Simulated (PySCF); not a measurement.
Sn(H)2(F)(Et), SMILES C[CH2][SnH2][F], singlet at its B3LYP/def2-SVP optimised geometry (Å):

```
11

Sn    -1.5728    -0.4562     0.0000
F     -2.0645    -1.2031     1.7441
C      0.5985    -0.4562     0.0000
C      1.2034     0.4603     1.0665
H     -2.2717     1.1191     0.0000
H     -2.3060    -1.5114    -1.1467
H      0.9229    -0.1719    -1.0150
H      0.9016    -1.5049     0.1503
H      0.9031     1.5114     0.9243
H      2.3060     0.4289     1.0395
H      0.8899     0.1620     2.0796
```

Calculation: B3LYP/def2-TZVP, def2 effective core potentials past Kr run with PySCF. The core electrons that the potentials of Sn replace are not part of the density. Cells within 0.4 Å of a nucleus heavier than hydrogen are left out (blank, or x).

Map of the HOMO−1 amplitude (bohr^(-3/2)) on the plane z = 0.0 Å; orbital energy -8.83 eV, overall sign arbitrary:

```
|66666666666666666666666666666|
|66666666666666666666666666666|
|66666666666666666666666666666|
|66666666666666666666666666666|
|66666666666666666666666666666|
|66666666666666666666666666666|
|66666666666666666666666666666|
|66666655566666666666666666666|
|66665555555666666666666666666|
|66665543345566666666666666666|
|66665420245566666666666666666|
|66655420134556666666666666666|
|66665432234556667776666666666|
|66665544455556677776666666666|
|66666555797566677776666666666|
|66666666xxx6666xxx66666666666|
|666667764xx7766xx666666666666|
|66677777668877665566666666666|
|66677778888877665566666666666|
|66677778888777665566666666666|
|66677777777776666666666666666|
|66677777777776666666666666666|
|66667777777766666666666666666|
|66666677776666666666666666666|
|66666666666666666666666666666|
|66666666666666666666666666666|
|66666666666666666666666666666|
|66666666666666666666666666666|
|66666666666666666666666666666|
```
Scale: ten equal steps from -0.241 (start of '0') to 0.116 (end of '9'), in the order '0123456789'; x runs from -4.50 to 4.50, y from -4.50 (bottom) to 4.50 (top).
